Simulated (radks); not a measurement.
Question: These are the eigenvalues of the occupied orbitals of an atom or ion with whole-number occupations (eV). Method: scalar-relativistic Kohn-Sham, LDA (Slater exchange, VWN5 correlation), spin-polarised, spherical densities, finite nucleus; Fermi nuclear charge, rms radius of each element as measured or else 0.836 A^(1/3) + 0.57 fm; computed with a radial shooting solver on a logarithmic mesh with Libxc functionals.

| orbital | eigenvalue |
|---|---|
| 1s | -28996.11 |
| 2s | -4393.338 |
| 2p | -3948.331 |
| 3s | -861.5010 |
| 3p | -716.0352 |
| 3d | -491.3380 |
| 4s | -151.2485 |
| 4p | -107.1551 |
| 4d | -43.3997 |
| 5s | -26.5316 |

Which element is it, and in what charge state? The configuration may be excited. Open shells, if any, are filled with parallel spins first.

Answer: Z = 50, tin, charge +2: Sn2+ in [Kr] 4d10 5s2. The list shows which subshells hold electrons but not how many an open one holds; the 1s level, -1065.6 hartree, gives Z - s = 46.2 by -(Z - s)^2/2, which with screening and relativity narrows Z to a few neighbours, and the depths of the outer levels then fix element, charge and occupations together.
